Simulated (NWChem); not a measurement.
Species: CBrF₂, doublet; SMILES [C](F)(Br)F

Program: NWChem. Pople sets run with spherical d functions. Spin-unrestricted. In the optimisation the excess spin sits in a' (Cs, its own frame). Structure relaxed at the PBE-D3(BJ)/def2-SVP, spin-unrestricted level. No stability test was run on the SCF state. Level: PBE0/6-31G* with COSMO at NWChem's default radii, gas-phase geometry; rows give the dielectric constant. Reactions with the solvent are ignored.

```csv
dielectric constant,electrostatic solvation energy (kcal/mol),dipole in solution (D)
2.0,-0.3,0.11
4.8,-0.5,0.12
7.6,-0.5,0.12
25.0,-0.6,0.12
46.7,-0.6,0.12
```
